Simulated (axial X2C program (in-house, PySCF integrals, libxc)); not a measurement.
**Spin–orbit effects down a group: molecules with Br, CCSD**

All values come from calculations with an axial X2C code built on PySCF integrals, spin-free (one-electron X2C) or two-component (2c: spin–orbit coupling with atomic mean-field Coulomb and Gaunt terms, which also bring small scalar terms), in Dyall basis sets with cores contracted in-house; open shells are unrestricted.

Basis sets: Br dyall-cv3z, Ge dyall-cv3z, Si dyall-v3z, Sn dyall-cv3z. Frozen shells (counts by l): SiBr Br 3s2p1d, Si 2s1p, 11 electrons correlated; GeBr Br 3s2p1d, Ge 3s2p1d, 11 electrons correlated; SnBr Sn 4s3p1d, Br 3s2p1d, 21 electrons correlated. Coupled cluster in natural virtuals with an MP2 remainder. Where the outer core of a metal is frozen, bonds come out longer and ionisation energies lower. Frozen cores can differ along the series, which adds to the trend.

```
molecule   spin-free state  Re (Å)  ωe (cm⁻¹)  De (eV)  2c state  Re 2c (Å)  ωe 2c (cm⁻¹)  De 2c (eV)
    SiBr  M_S = 1/2, Λ = 1   2.240      421.9     3.48   Ω = 1/2      2.240         422.3        3.36
    GeBr  M_S = 1/2, Λ = 1   2.335      292.9     3.28   Ω = 1/2      2.335         292.7         n/a
    SnBr  M_S = 1/2, Λ = 1   2.520      246.3     3.33   Ω = 1/2      2.524         244.7         n/a
```

Question: Work out the shifts from the spin-free to the two-component result.

Answer: 

| molecule | 2c state | ΔRe (Å) | Δωe (cm⁻¹) | ΔDe (eV) |
| --- | --- | --- | --- | --- |
| SiBr | Ω = 1/2 | 0.000 | 0.4 | -0.12 |
| GeBr | Ω = 1/2 | 0.000 | -0.2 | n/a |
| SnBr | Ω = 1/2 | 0.004 | -1.6 | n/a |

Shifts of one unit in the last digit are rounding.

Each entry is the lowest single determinant of a limited PBE0 search at one distance. De goes to single-determinant-based atoms at the same level (for ions the charge split of lowest energy) and is withheld (n/a) where an atom does not fit its ground term or J level. Main or longest-lived isotopes. Some light 2c atoms are not at their ground J level, so De misses part of their lowering (0.04 eV or less).
